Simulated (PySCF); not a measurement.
PySCF input for AlAs2FH4, SMILES [F][Al]([AsH2])[AsH2], C-PCM-M06-2X/def2-SVP. Geometry: ωB97X-D3(BJ)/def2-SVP. The structure was generated by enumeration; whether it is a known compound was not checked.

```python
import numpy as np
from pyscf import gto, scf, dft
from pyscf.solvent import pcm

mol = gto.M(
    atom='''
    Al    0.58689260   -0.09641908    0.30486953
    As   -1.27720404   -1.37666363    1.10583764
    H    -0.46114724   -2.65522534    1.00106215
    H    -1.82037272   -1.49800998   -0.31021661
    As    0.54468633    1.49975129   -1.48574139
    H     1.17654901    2.54800660   -0.58349080
    H    -0.87450021    1.90383385   -1.11533166
    F     2.05810571   -0.34522772    1.06461077
    ''',
    basis='def2-SVP',
    charge=0,
    spin=0,
    max_memory=1600,
    verbose=3,
)
mf = dft.RKS(mol, xc='m06-2x').density_fit(auxbasis='def2-universal-jkfit')
mf.grids.level = 4
mf.conv_tol = 1e-9
mf.max_cycle = 100
mf.kernel()
res = {}
for name, eps in {'water': 78.355, 'ethanol': 24.852, 'chloroform': 4.7113}.items():
    s = mf.PCM()
    s.with_solvent.method, s.with_solvent.eps, s.with_solvent.lebedev_order = 'C-PCM', eps, 29
    s.kernel(mf.make_rdm1())
    res[name] = (s.e_tot, eps, s.dip_moment(), s.mo_energy, s.converged)
    print(f'{name}: electrostatic solvation free energy {(s.e_tot - mf.e_tot) * 627.509474:.3f} kcal/mol')
```

Program output:

```
converged SCF energy = -4815.78852291057

WARN: PCM is an experimental feature. It is still in testing.
Features and APIs may be changed in the future.

converged SCF energy = -4815.79934249528
Dipole moment(X, Y, Z, Debye): -1.11687,  0.19048, -0.56625
water: electrostatic solvation free energy -6.789 kcal/mol

WARN: PCM is an experimental feature. It is still in testing.
Features and APIs may be changed in the future.

converged SCF energy = -4815.79898998891
Dipole moment(X, Y, Z, Debye): -1.11384,  0.18998, -0.56480
ethanol: electrostatic solvation free energy -6.568 kcal/mol

WARN: PCM is an experimental feature. It is still in testing.
Features and APIs may be changed in the future.

converged SCF energy = -4815.79686423691
Dipole moment(X, Y, Z, Debye): -1.09682,  0.18712, -0.55668
chloroform: electrostatic solvation free energy -5.234 kcal/mol
```

The run converged.
